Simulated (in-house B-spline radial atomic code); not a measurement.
Results of a calculation; reference values are marked as such.
## Softness against transferability: the 3p channel of Co

Co, [Ar] 3d7 4s2, non-relativistic PBE, spherical and spin-unpolarised, from a B-spline radial code for spherical atoms (atomic units). The all-electron 3p level is ε = -2.392450 hartree, its outermost node lies just inside 0.29 bohr and its outer maximum at 0.68 bohr.

Troullier-Martins pseudo-orbitals are made for several radii. The cutoffs (hartree) are the plane-wave energies beyond which the orbital holds less than the named kinetic energy per electron. The phase error is the difference, pseudo minus all-electron, of arctan(R P'/P) at R = 1.25 bohr for all radii, half a hartree below and above the level.

```csv
r_c (bohr),V_l(0) (hartree),cutoff for 10 mEh,for 1 mEh,for 0.1 mEh,phase error at ε − 0.5 (mrad),at ε + 0.5 (mrad)
0.51,-97.20,222,375,> 450,-2.0,-0.4
0.59,-31.07,127,246,406,-1.2,-0.3
0.68,-10.88,29.5,71,145,-0.9,-0.2
0.77,-8.92,44.9,73.9,136,-0.8,-0.2
0.86,-10.29,28.6,66.8,116,-1.1,-0.2
0.95,-11.62,27.4,56.6,73.9,-1.5,-0.3
```

Task: Which radius needs the lowest cutoff for 1 mEh while both phase errors stay within 1.3 mrad?

Result: The radii within that limit are 0.59, 0.68, 0.77, 0.86 bohr; of these r_c = 0.86 needs the least, 66.8 hartree, that is 134 Ry or 1818 eV.

Task: What does the larger radius buy, and what does it cost?

Result: From r_c = 0.51 to 0.95 bohr the cutoff for 1 mEh goes from 375 to 56.6 hartree, a factor of 6.63, against 3.47 for a pure 1/r_c² scaling, end to end; step by step it is 375, 246, 71, 73.9, 66.8, 56.6, and for 0.1 mEh > 450, 406, 145, 136, 116, 73.9; the number of plane waves goes as the cutoff to the power 3/2, here a factor of 17.1. The larger of the two phase errors is least at r_c = 0.77 bohr, 0.8 mrad; it is 2.0 at the smallest radius and 1.5 at the largest. These errors test the reference atom alone. The smallest radius lies well inside the outer maximum, where the nodeless form must bend sharply to keep the norm, so it is both harder and scatters less well than the next. Large radii also let the cores of neighbours overlap, which an atom doesn't show.
